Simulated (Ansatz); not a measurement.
Reaction (ligand exchange at the Si–C bond): `C=C=C[SiH](C)F` + CH₃OH → `CO[SiH](C)F` + `C=C=C`

Isolated molecules relaxed with PBE0-D4/def2-TZVP in Ansatz; ΔE leaves out vibrations. CBS: MP2 limit from def2 TZ/QZ plus the TZ coupled-cluster correction, frozen cores. This one scheme is used for every species. Functionals use def2-TZVPP. B3LYP here is the variant with VWN-RPA as its local correlation; programs differ in this. Each species was taken in one conformer, which may not be the lowest.

Task: Is it downhill or uphill in electronic energy at CCSD(T)/CBS, and by how much? (Best estimate.)

Result: The calculation gave: Downhill: ΔE = -22.9 kcal/mol.

Task: What do these levels give: PBE-D4, B3LYP-D4, ωB97X-V, B2PLYP, SCS-MP2/def2-TZVPP, MP2/def2-QZVPP? (An estimate is asked.)

Result: Computed: PBE-D4 -20.4, B3LYP-D4 -23.3, ωB97X-V -23.1, B2PLYP -23.9, SCS-MP2/def2-TZVPP -23.4, MP2/def2-QZVPP -22.5 kcal/mol.

Largest T1 diagnostic among the species: 0.012.

In def2-TZVPP, CCSD(T) changes the Hartree–Fock value by +3.5 kcal/mol (the triples alone add +0.6 kcal/mol) and MP2 by +4.1 kcal/mol. The D4 term adds +0.9 kcal/mol with B3LYP and +0.5 kcal/mol with PBE0; it sums over pairs of atoms, weighted by their polarisabilities, and B3LYP, whose exchange is more repulsive, gets the larger term.
